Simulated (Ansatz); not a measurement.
Born–Oppenheimer molecular dynamics of GaH$_{3}$O (5 atoms, charge 0, multiplicity 1). It starts from a relaxed structure.

Theory: Ansatz, RHF/def2-SVP.

- ensemble: NVE (velocity Verlet)
- time step: 1 fs
- steps asked: 100
- starting velocities drawn for: 500 K
- seed: 633274

First frame:

```xyz
5
Properties=species:S:1:pos:R:3
Ga -0.022 -0.022 -0.053
O -0.033 -0.126 1.720
H -0.848 -0.172 2.193
H 1.395 0.047 -0.706
H -1.401 -0.009 -0.805
```

(1) How far do the bonds stretch over the last three quarters of this one trajectory? (Pairs bonded in most of those frames.)

Results:

(1) 
```
  bond  mean (Å)  spread (Å)  shortest  longest
Ga1–O2     1.782       0.032      1.73     1.83
Ga1–H4     1.566       0.060      1.48     1.66
Ga1–H5     1.583       0.059      1.49     1.66
 O2–H3     0.944       0.013      0.93     0.96
```

Mean temperature of the second half: 241 K. The conserved energy stayed within 1.1 meV per atom of its start (net change 0.63 meV per atom), so the integration is sound. The temperature averaged 0.48 of the 500 K drawn at the start: a run that starts near a minimum puts about half its kinetic energy into the potential. A run of 0.1 ps of so small a system gives no equilibrium averages.

Time of the run: 64 s on 1 thread of Arm Neoverse V1, with other jobs on the host, peak memory 0.1 GiB.
